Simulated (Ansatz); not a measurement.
The first iterations of a band of F2Ge2H4 + H2 (10 atoms, charge 0, multiplicity 1).

Method: Ansatz 0.2.0, RHF/def2-SVP.

```
movable images  : 1
climbing image  : no
spring          : 5.0 eV/Å²
optimiser       : quadratic models (default)
start path      : through a guess of the saddle point
force threshold : 0.03 eV/Å
iteration limit : 60
end points      : relaxed
```

Image 0:

```xyz
10
Properties=species:S:1:pos:R:3
Ge 0.492 -0.397 0.209
Ge 0.428 -0.268 2.652
H -0.779 -1.066 3.154
H 1.722 -0.875 3.204
H 0.309 1.201 3.057
F 1.763 0.609 -0.370
F -0.931 0.342 -0.426
H 0.638 -1.737 -0.502
H -3.158 1.090 0.801
H -3.726 1.218 1.271
```

Image 2:

```xyz
10
Properties=species:S:1:pos:R:3
Ge -0.576 0.144 -1.011
Ge -0.159 -0.167 3.611
H -0.518 -0.516 5.064
H 1.097 -0.940 3.203
H 0.071 1.342 3.497
F 0.406 0.500 0.352
F 0.292 0.779 -2.344
H -0.646 -1.362 -1.161
H -1.872 0.918 -0.874
H -1.337 -0.581 2.714
```

| iteration | highest image above the first end (eV) | largest band force component (eV/Å) |
| --- | --- | --- |
| 1 | 3.468 | 3.863 |
| 2 | 2.755 | 2.113 |
| 3 | 2.386 | 0.980 |
| 4 | 1.861 | 0.798 |
| 5 | 1.444 | 0.748 |
| 6 | 1.051 | 0.892 |
| 7 | 0.880 | 1.026 |
| 8 | 0.725 | 1.021 |
| 9 | 0.594 | 0.971 |

Question: Does the band converge within its limit, and where does its top end?

Answer: The forces met the threshold. It ended after 29 iterations with the highest image 0.040 eV above the first end. No image climbed, so the highest image needn't sit at the top of the path. A band with more images between the same ends climbed to 3.75 eV, so this one has probably stepped over the top. So few images can step over the top or miss a turn of the path. The orbitals stay closed-shell, which can raise the energy where a bond breaks towards radicals; this wasn't checked here.

The run took 61 s on 2 threads of Arm Neoverse V2, on a shared host, peak memory 0.32 GiB.
